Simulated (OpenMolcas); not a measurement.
Kr II: effect of the active space

- Program: OpenMolcas 26.06
- Method: CASSCF or its RAS form
- Basis: ANO-RCC-VTZP
- Scalar Hamiltonian: DKH2, point nucleus
- Spin-orbit coupling: RASSI with atomic mean-field integrals over the reference wave functions, term energies averaged over their components

A. 7 electrons in 4 orbitals (4s 4p); 2S+1 = 2 odd, 3 roots; 2S+1 = 2 even, 1 root; cost roughly 5 core-seconds
B. 7 electrons in 8 orbitals (4s 4p 5s 5p); 2S+1 = 2 odd, 3 roots; 2S+1 = 2 even, 1 root; cost roughly 40 core-seconds
C. 7 electrons in 9 orbitals (RAS2 4s 4p; RAS3 4d, at most 2 electrons); 2S+1 = 2 odd, 3 roots; 2S+1 = 2 even, 1 root; cost roughly 14 core-seconds

Energies in eV above 4s2 4p5 2P* 3/2, the measured ground level; measured values from NIST Handbook of Basic Atomic Spectroscopic Data.

```csv
Level,A,B,C,Measured
4s2 4p5 2P* 3/2,0.0000,0.0000,0.0000,0.0000
4s2 4p5 2P* 1/2,0.6124,0.6141,0.5971,0.6658
4s 4p6 2S 1/2,17.9782,17.7621,13.9755,13.5143
```

Deviations, from unrounded energies. A percentage is the sum of absolute deviations over the sum of measured energies, with the sign that they share, or ± where signs differ.

```csv
Against measurement,Levels,A,B,C
mean absolute deviation (cm-1),2,18000,17000,2100
fine structure of the ground term (%),1,-8.0,-7.8,-10.3
other configurations (%),1,+33.0,+31.4,+3.4
```

C lies closest to measurement on these levels and A furthest from it. The largest miss of C in the table is 4s 4p6 2S 1/2, by +3700 cm-1. The ranking rests on the paired levels alone, and a cruder setting can come out closer through cancelling errors.

Among A to C the level of the table that moves most is 4s 4p6 2S 1/2, by 32000 cm-1 (lowest in C, highest in A).

Without dynamic correlation excited terms often stand tens of per cent too high (terms of higher spin than the ground term too low), and those without a measured partner can miss by more than the paired ones. Active for correlation alone: 5p 5s; no level in the range computed is led by a configuration that fills them, so any true level of that kind is missing (holds for B). Active for correlation alone: 4d; no level in the range computed is led by a configuration that fills it, so any true level of that kind is missing (holds for C). Some terms mix strongly with configurations of 4d, whose occupation reaches 0.33 (4s 4p6 2S) (holds for C). Computed and measured levels are paired by configuration, term and J; levels that our copy of the source lacks, or whose pairing is in doubt (as where it misses far off the trend of its configuration), stay unpaired and out of the deviations. Only configurations of the active space appear.

* marks odd parity.
